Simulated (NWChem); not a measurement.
Species: CH$_{3}$FO$_{3}$Si; SMILES F[Si]1(OCO1)O

```xyz
9

O      1.3025    -1.3572     0.0000
Si     0.0139    -0.3602     0.0000
F     -1.2970    -1.2774     0.0000
O      0.0060     0.8801    -1.1125
C     -0.0178     1.8003     0.0000
O      0.0060     0.8801     1.1125
H      1.1368    -2.3100     0.0000
H      0.8737     2.4340     0.0000
H     -0.9393     2.3901     0.0000
```
Atoms are numbered in this order, from 1.

Program: NWChem. Coordinates come from a B3LYP/6-31G* (spherical d) optimisation.

### Question
Predict the results for PBE/def2-TZVP. Quantities: highest occupied level (eV); orbital gap (eV); dipole (D).

### Answer
```yaml
highest occupied level (eV): -7.17
orbital gap (eV): 6.52
dipole (D): 0.75
```
